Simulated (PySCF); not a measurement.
C4H4Cl2. Atoms are numbered in the order given.

```xyz
10

C     -2.0076    -0.0114     2.5013
C     -1.2822    -0.4611     1.6434
C     -0.3876    -0.9914     0.6188
C      0.5141     0.0790    -0.0001
Cl     1.6970    -0.7004    -1.1070
Cl    -0.4479     1.3212    -0.8615
H     -2.6576     0.3858     3.2579
H      0.2677    -1.7647     1.0534
H     -0.9603    -1.4725    -0.1911
H      1.0965     0.6075     0.7626
```
Charge 0, spin multiplicity 1.

Geometry optimised at B3LYP-D3(BJ)/def2-SVP. Other conformers were not sampled.

Method: B3LYP-D3(BJ)/def2-SVP (PySCF).

Frequencies are harmonic and unscaled.

| mode | ν (cm⁻¹) | IR (km/mol) | moving atoms (share of kinetic energy) |
|---|---|---|---|
| 1 | 86 | 0.4 | C 52 %, Cl 30 %, H 18 % |
| 2 | 130 | 0.1 | C 61 %, Cl 23 %, H 16 % |
| 3 | 262 | 1.6 | Cl 72 %, C 24 % |
| 4 | 284 | 0.6 | C 48 %, Cl 41 %, H 11 % |
| 5 | 355 | 8.5 | C 67 %, H 23 %, Cl 10 % |
| 6 | 380 | 2.7 | C 41 %, Cl 35 %, H 23 % |
| 7 | 486 | 16.4 | C 76 %, H 15 %, Cl 10 % |
| 8 | 668 | 44.7 | C 62 %, Cl 23 %, H 15 % |
| 9 | 697 | 42.5 | H 78 %, C 22 % |
| 10 | 719 | 35.2 | H 77 %, C 23 % |
| 11 | 766 | 90.9 | C 80 %, Cl 13 % |
| 12 | 945 | 17.6 | C 50 %, H 49 % |
| 13 | 973 | 2.2 | C 81 %, H 19 % |
| 14 | 1061 | 6.0 | C 72 %, H 27 % |
| 15 | 1191 | 4.0 | H 88 %, C 12 % |
| 16 | 1224 | 18.5 | H 92 % |
| 17 | 1290 | 11.9 | H 83 %, C 17 % |
| 18 | 1348 | 2.9 | H 65 %, C 35 % |
| 19 | 1433 | 5.7 | H 92 %, C 8 % |
| 20 | 2238 | 0.2 | C 91 %, H 9 % |
| 21 | 3045 | 4.4 | H 95 % |
| 22 | 3095 | 0.4 | H 90 %, C 10 % |
| 23 | 3150 | 2.3 | H 92 %, C 8 % |
| 24 | 3471 | 71.6 | H 85 %, C 15 % |
